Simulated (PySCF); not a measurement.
**Ionisation energy of W⁵⁷⁺ by level of theory**

W⁵⁷⁺ [Ne] 3s2 3p5 [3p1/2^2 3p3/2^3, M_J = 3/2] → W⁵⁸⁺ [Ne] 3s2 3p4 [3p1/2^2 3p3/2^2, M_J = 2], as a difference of total energies. All numbers are calculated (PySCF 2.14, the two-component X2C-1e Hamiltonian, in an even-tempered Gaussian basis (18 s from 17 bohr⁻², ratio 2.4; 14 p from 22 bohr⁻², ratio 2.4; 4 d from 80 bohr⁻², ratio 2.6; 4 f from 120 bohr⁻², ratio 2.6)). Correlated levels: 1s2 frozen; the 48 highest virtual spinors dropped. "Screened" scales the spin-orbit matrix elements by Boettger's factors to mimic the two-electron term; Breit and QED terms are absent.

| method | ionisation energy (eV) |
| --- | --- |
| GHF (spin-free) | 5950.7 |
| GMP2 (spin-free) | 5951.8 |
| GHF (screened spin-orbit) | 5850.5 |
| GMP2 (screened spin-orbit) | 5851.6 |

Breit and QED terms and the two-electron picture change are absent.

The spin-free rows relax to the high-spin LS determinant and lack the spin-orbit shift.

The labels give the starting determinants; with spin-orbit coupling the two ends relaxed to ⟨J²⟩ = 3.75, ⟨L²⟩ = 2.05, ⟨S²⟩ = 0.80 and ⟨J²⟩ = 6.00, ⟨L²⟩ = 3.30, ⟨S²⟩ = 1.41.

For comparison: 5840 ± 5 eV (semi-empirical (NIST evaluation); NIST Atomic Spectra Database, ionization energies).
